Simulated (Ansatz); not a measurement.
CH$_{7}$NSiTe, SMILES `N[SiH2]C[TeH]` at its PBE0-D4/def2-TZVP geometry, where that method's forces vanish. The species carries charge 0 and has multiplicity 1. Te: def2 effective core potential.

```tsv
atom	x (Å)	y (Å)	z (Å)
N1	-0.0810	0.0761	-2.0398
Si2	-0.4114	0.3589	-0.3801
C3	0.8040	-0.3823	0.8393
Te4	0.1969	0.0546	2.8536
H5	-0.2555	-0.8162	-2.4704
H6	0.6248	0.5955	-2.5340
H7	-1.7437	-0.2321	-0.0850
H8	-0.4164	1.8275	-0.1636
H9	0.9164	-1.4614	0.7326
H10	1.7866	0.0834	0.7319
H11	-1.4207	-0.1040	2.5155
```

Question: For each bond, give half the difference of the two atoms' forces along it (eV/Å; positive pushes the atoms apart) under PBE-D4, r2SCAN-D4, B3LYP-D4, ωB97M-V in def2-TZVPP. (Best estimate.)

Answer: Computed: 
```csv
bond,length (Å),PBE-D4,r2SCAN-D4,B3LYP-D4,ωB97M-V
N1–Si2,1.716,0.08,0.00,0.08,0.10
N1–H5,1.006,0.19,0.02,-0.01,-0.03
N1–H6,1.006,0.19,0.02,-0.01,-0.03
Si2–C3,1.874,-0.08,-0.02,0.05,0.06
Si2–H7,1.487,0.06,-0.03,-0.11,-0.13
Si2–H8,1.484,0.05,-0.03,-0.10,-0.12
C3–Te4,2.149,0.22,0.19,0.33,-0.05
C3–H9,1.090,0.09,-0.03,-0.11,-0.05
C3–H10,1.093,0.11,-0.02,-0.10,-0.05
Te4–H11,1.660,0.26,0.03,0.08,-0.13
```

B3LYP here is the variant with VWN-RPA as its local correlation; programs differ in this.
